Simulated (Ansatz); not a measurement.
B2P2. Total charge 0; singlet. Geometry PBE0-D4/def2-TZVP.

```xyz
4

B    -0.694   -0.264   -0.388
B     0.694    0.264    0.388
P     0.911   -0.746   -1.124
P    -0.912    0.746    1.124
```

The restricted singlet is unstable towards broken spin symmetry at other levels; at LDA (SPW92)/def2-TZVP, PBE-D4/def2-SVP, BLYP-D4/def2-TZVP, r2SCAN-D4/def2-TZVPD and others this wasn't settled. At LDA (SPW92)/def2-TZVP, PBE-D4/def2-SVP, BLYP-D4/def2-TZVP an occupied level of the charge 0 singlet lies above an empty one (by up to 0.05 eV), so this SCF solution is probably not the lowest. The geometry of the singlet was relaxed on an unsound state (restricted singlet, unstable towards broken spin symmetry). At PBE0-D4/def2-TZVP a triplet of charge 0 lies 0.87 eV below the restricted singlet, each at its own geometry. The structure comes from a short search, and lower isomers may exist.

(1) Estimate the orbital energies around the gap (eV) in Ansatz with LDA (SPW92)/def2-TZVP, PBE-D4/def2-SVP, BLYP-D4/def2-TZVP, r2SCAN-D4/def2-TZVPD, CAM-B3LYP-D4/def2-TZVP.

Answers

(1) 
```tsv
orbital	LDA (SPW92)/def2-TZVP	PBE-D4/def2-SVP	BLYP-D4/def2-TZVP	r2SCAN-D4/def2-TZVPD	CAM-B3LYP-D4/def2-TZVP
HOMO−9	-123.37	-123.68	-123.42	-125.86	-130.51
HOMO−8	-123.37	-123.68	-123.42	-125.86	-130.51
HOMO−7	-18.39	-18.35	-18.07	-19.24	-22.27
HOMO−6	-15.47	-15.39	-15.16	-16.00	-18.95
HOMO−5	-10.14	-9.96	-9.86	-10.42	-12.89
HOMO−4	-9.68	-9.55	-9.37	-10.12	-12.30
HOMO−3	-8.50	-8.35	-8.03	-8.62	-10.50
HOMO−2	-7.78	-7.66	-7.43	-7.95	-10.01
HOMO−1	-7.45	-7.30	-7.17	-7.58	-9.75
HOMO	-5.45	-5.28	-5.11	-5.45	-7.19
LUMO	-5.50	-5.32	-5.14	-5.44	-3.50
LUMO+1	-2.19	-1.90	-1.78	-1.83	0.05
LUMO+2	-2.10	-1.81	-1.75	-1.72	0.11
LUMO+3	-1.95	-1.55	-1.59	-1.60	0.32
LUMO+4	0.41	1.68	0.62	0.51	2.13
LUMO+5	0.95	2.17	1.22	0.90	2.64
```
